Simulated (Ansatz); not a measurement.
Coupled-cluster diagnostics for Al2F6, Ansatz.

Geometry of the singlet (B3LYP-D4/def2-SVP):

Cartesian coordinates in Å:
```
Al -1.3302 0.3995 -0.0359
Al 1.3302 -0.3995 0.0360
F 1.7279 -1.8127 -0.7076
F -0.2016 -0.5815 0.9980
F -1.7288 1.8126 0.7074
F -2.4028 -0.5721 -0.8192
F 2.4036 0.5715 0.8191
F 0.2018 0.5820 -0.9976
```

Correlated methods freeze 16 core orbitals. The structure comes from a short search, and lower isomers may exist.

(1) Estimate the CCSD(T) correlation energy, the shares of MP2 and (T), T1 and the reference's ⟨S²⟩ for: charge 0, singlet, own geometry in def2-SVP; and the rough time on 4 threads of Arm Neoverse V1 on a shared host.

Answers

(1) 
```tsv
state	basis	correlation (eV)	MP2 share (%)	(T) share (%)	T1	⟨S²⟩ (pure)	wall time
charge 0, singlet, own geometry	def2-SVP	-34.436	98.0	1.3	0.012	0.00 (0.00)	16 s
```
Customary marks for T1 are 0.02 (closed shells), 0.045 (open shells) and about 0.05 (3d metals). T1 stays under 0.02 throughout.
